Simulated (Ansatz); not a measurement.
Reaction (redistribution): `C[CH](C)[Mg][NH2]` + `C[N](C)[GeH]` → `C[N](C)[Mg][NH2]` + `C[CH](C)[GeH]`

Gas-phase electronic energies from Ansatz, PBE0-D4/def2-TZVP geometries. CCSD(T)/CBS is the MP2 limit (def2-TZVPP, def2-QZVPP) plus CCSD(T) − MP2 in def2-TZVPP, frozen cores. DFT in def2-TZVPP. For Ge, Mg outer-core shells are correlated without core-valence functions, which leaves a few kJ/mol of doubt a bond. Scalar relativity is left out up to krypton. Each species was taken in one conformer, which may not be the lowest.

| level | ΔE (eV) |
| --- | --- |
| B97M-V | 0.35 |
| CCSD/def2-SVP | 0.24 |

What does CCSD(T)/CBS give? (An estimate is asked.)

Computed: +0.29 eV. The listed levels differ from it by 0.06, -0.05 eV.

Largest T1 diagnostic among the species: 0.016.

From BLYP to BHLYP (50 % exact exchange), in def2-TZVPP and without D4, ΔE moves by −0.16 eV. In def2-TZVPP, CCSD(T) changes the Hartree–Fock value by +0.17 eV (the triples alone add +0.06 eV) and MP2 by +0.17 eV.
